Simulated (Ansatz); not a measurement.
Isomers of Sn3F5 (doublet), relaxed with r2SCAN-D4/def2-SVP; total energies from Ansatz at PBE0-D4/def2-TZVP.

| isomer | description | energy (Eh) |
| --- | --- | --- |
| A | point group Cs; 10 × F–Sn 2.13 to 2.24 Å | -1142.18802 |
| B | point group Cs; 9 × F–Sn 1.96 to 2.22 Å | -1142.17869 |

In the def2 sets Sn takes a core potential; there is no spin–orbit coupling.

The isomers come from a short search, and lower ones may exist.

Question: Work out the relative energies (1 Eh = 2625.5 kJ/mol) and the Boltzmann populations at 500 K from electronic energies alone (R = 8.314 J/mol/K).

Answer: ΔE: A 0.0, B 24.5 kJ/mol. RT = 4.16 kJ/mol. Factors exp(−ΔE/RT): A 1, B 0.00277; sum 1.003. Populations: A 99.7 %, B 0.3 %. Zero-point energy, vibrational entropy and symmetry numbers are left out and can shift these; an error of 4 kJ/mol changes a ratio by a factor of 2.6. Over the other density-functional and correlated levels in def2 sets, the gap between A and B ranges from 22 to 33 kJ/mol.
